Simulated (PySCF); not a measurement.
C4H2ClFSi, SMILES F[Si](C#C)(C#C)Cl. Geometry: PBE-D3(BJ)/def2-SVP. This is a generated structure with no PubChem entry under its InChIKey; it may be hypothetical.

Question: Give the equilibrium geometry at PBE-D3(BJ)/def2-SVP (PySCF confirms it by a frequency run) as a Z-matrix, and its point group. (An estimate is asked for; the answer gives what the named calculation found.)

Answer: point group Cs.
```
Si
F 1 1.6289
C 1 1.8176 2 108.90
C 3 1.2278 2 147.14 1 179.19
H 4 1.0829 2 156.94 1 179.60
C 1 1.8176 2 108.90 3 -121.82
C 6 1.2278 2 147.14 1 -179.19
H 7 1.0829 2 156.94 1 -179.60
Cl 1 2.0590 2 107.62 3 119.09
```
